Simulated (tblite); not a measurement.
C7H10OSi.
Cartesian coordinates in Å at the GFN2-xTB level; atoms count from 1:
```
atom  x, y, z in Å
C1     0.078    2.329   -0.576
C2    -0.089    1.008   -0.509
Si3   -1.767    0.204   -0.876
C4    -2.297   -0.834    0.624
C5     1.022    0.140   -0.141
C6     1.168   -1.244   -0.453
C7     2.344   -1.638    0.097
O8     2.938   -0.615    0.735
C9     2.140    0.455    0.586
H10    1.027    2.804   -0.386
H11   -0.736    2.984   -0.836
H12   -1.666   -0.650   -2.069
H13   -2.743    1.270   -1.131
H14   -3.227   -1.358    0.427
H15   -1.546   -1.576    0.880
H16   -2.451   -0.208    1.499
H17    0.491   -1.845   -1.024
H18    2.851   -2.583    0.107
H19    2.454    1.367    1.054
```

Method: GFN2-xTB as coded in tblite; computed harmonic values from a numerical Hessian at the method's own geometry, unscaled. Errors from tens to a few hundred cm⁻¹ against measured bands are possible. Modes of hydrogen on silicon can be 10 to 20 % off. One conformer, not necessarily the lowest.

Harmonic wavenumbers (cm⁻¹): 37.5, 62.1, 103.3, 116.0, 174.8, 190.5, 280.6, 385.1, 420.9, 472.2, 522.7, 592.0, 596.3, 601.8, 684.1, 731.0, 747.3, 750.8, 779.9, 784.0, 790.3, 826.7, 837.3, 845.2, 852.2, 900.7, 968.7, 1043.7, 1072.7, 1131.4, 1160.0, 1212.5, 1269.4, 1359.8, 1371.8, 1415.8, 1486.2, 1486.9, 1489.0, 1574.9, 1645.2, 2188.6, 2222.4, 3033.4, 3037.8, 3044.5, 3080.5, 3113.8, 3165.9, 3171.2, 3187.2.

A = 2407, B = 937.7, C = 753.7 MHz; mass 138.050 u (most abundant isotopes); point group C1, symmetry number 1.

**Question.** Zero-point energy?

**Answer.** ½Σν̃ = 31509 cm⁻¹ = 376.94 kJ/mol.

**Question.** Give the ideal-gas entropy at 400 K and 1 bar in the rigid-rotor, harmonic-oscillator model (classical rotation).

**Answer.** Translation 176.42, rotation 127.62, vibration 172.86: S = 476.9 J/(mol K).

**Question.** And Cp and H(400 K) − H(0)?

**Answer.** Cp = 214.24 J/(mol K), of which vibrations give 180.98 (their classical limit is 51 R = 424.0); H(400 K) − H(0) = 49.12 kJ/mol without the zero-point energy, 35.82 from vibrations.

**Question.** What must be added to the electronic energy to get the Gibbs energy at 400 K and 1 bar?

**Answer.** ZPE + [H(400 K) − H(0)] − T·S = 376.94 + 49.12 − 190.76 = 235.30 kJ/mol.

**Question.** Blend soft modes into free rotors: weight 1/[1 + (100 cm⁻¹/ν̃)⁴] for the oscillator and the rest for a rotor with moment μB/(μ + B), μ = h/(8π²ν), B = 10⁻⁴⁴ kg m². What vibrational entropy results?

**Answer.** 157.41 J/(mol K) in place of 172.86, which changes −T·S at 400 K by +6.18 kJ/mol.

**Question.** Which modes carry the vibrational entropy at 400 K?

**Answer.** 37.5 cm⁻¹: 24.98; 62.1 cm⁻¹: 20.79; 103.3 cm⁻¹: 16.59; 116.0 cm⁻¹: 15.64; 174.8 cm⁻¹: 12.31; 190.5 cm⁻¹: 11.62 J/(mol K); the other 45 give 70.93 together.

Hindered rotation and anharmonicity are outside this model. Other conformers, if any are populated, would add a mixing term that is left out. The structure is chiral; the term R ln 2 for an equal mix with its mirror image is left out.
